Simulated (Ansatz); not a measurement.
CH4AlBrO. The species carries charge 0 and has multiplicity 1. Correlated methods include outer-core shells of Br, which these sets cover unevenly. Scalar relativity is left out up to krypton. The bonds changed during the relaxation, so this is another structure than the one it started from.

```xyz
8

O    -1.0780   -0.1918   -1.3444
C    -0.0118   -0.3765   -0.6125
Al    0.0902    0.0188    1.3556
Br    1.0647    1.7646   -0.0388
H    -0.8882   -0.1873   -2.2930
H     0.8715   -0.6918   -1.1778
H    -1.2703    0.4759    2.0205
H     1.2219   -0.8118    2.0904
```

(1) Give the diagnostics of a CCSD(T)/def2-TZVPP run (frozen core, Ansatz). (Best estimate.)

Results:

(1) Computed: T1 = 0.0142, largest single amplitude 0.046, largest double 0.031, (T) share of the correlation energy 3.7 %, 11 CCSD cycles. The RHF solution is stable towards an unrestricted one. T1 lies under the customary mark of 0.02 for closed shells.
